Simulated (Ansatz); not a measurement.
**A barrier at the coupled-cluster level**

Start structure (ZnNH4Cl, closed shell), relaxed at PBE0-D4/def2-TZVP:

```
7
angstrom
Zn -0.5901 -1.1358 0.1459
H -1.8251 -1.2754 1.0680
Cl 0.8564 -2.0112 -1.2203
H -0.1904 1.6011 0.5802
N 0.2578 0.8709 0.0394
H 0.2622 1.1453 -0.9373
H 1.2293 0.8051 0.3241
```

The step: ZnHCl ([Cl][ZnH]) + NH₃ → ZnNH₂Cl ([NH2][Zn][Cl]) + H₂; bonds formed: H2–H4; dative contacts that become bonds: Zn1–N5; bonds broken: Zn1–H2, H4–N5. Program: Ansatz 0.2.0. Basis: def2-TZVPP and def2-QZVPP. Cores are frozen in the correlated methods. The 3s and 3p shells of Cu and Zn are frozen; filled d shells are correlated. Extrapolation: Hartree–Fock as exp(−7.88 √X), correlation as X^−2.97. Energies below are by CCSD(T) at an estimated basis limit (MP2 extrapolated from triple and quadruple zeta, plus CCSD(T) − MP2 in triple zeta).

Question: What are the electronic barrier and the energy of the step, from the start structure to the end structure? (An estimate is asked for; the value comes from the calculation.)

Answer: Computed: Barrier 44.52 kcal/mol; step energy 18.04 kcal/mol (uphill); reverse barrier, their difference, 26.48 kcal/mol. Barrier and step energy count from the start structure, the reverse barrier from the end structure.

The saddle point: One imaginary mode of 1383i cm⁻¹.
| pair | start (Å) | saddle (Å) | end (Å) |
| --- | --- | --- | --- |
| Zn1–N5 | 2.18 | 1.96 | 1.82 |
| H2–H4 | 3.34 | 1.00 | 0.75 |
| Zn1–H2 | 1.55 | 1.91 | 2.81 |
| H4–N5 | 1.01 | 1.40 | 2.96 |

Zero-point energy (harmonic, PBE0-D4): ZPE is 28.31 kcal/mol at the start and 24.35 kcal/mol at the saddle, so the barrier goes from 44.52 to 40.57 kcal/mol.

The T1 diagnostic stays at or below 0.014. The start structure is not quite a true minimum (one mode of 47i cm⁻¹).

The step is the kind of exchange with an N–H group that builds nitride films in atomic layer and chemical vapour deposition.

Labels in which every atom is bracketed show which atoms are joined, not bond orders.

For scale, one of the runs: CCSD(T)/def2-TZVPP, 193 basis functions, launched by `ansatz run in.yaml --threads 4 --pin off --events-out ev --progress --plain --max-ram 9574MiB`. The run took 30 s on 4 CPU threads of an Arm Neoverse V2 (shared host), with 2.1 GiB of host memory at its peak.
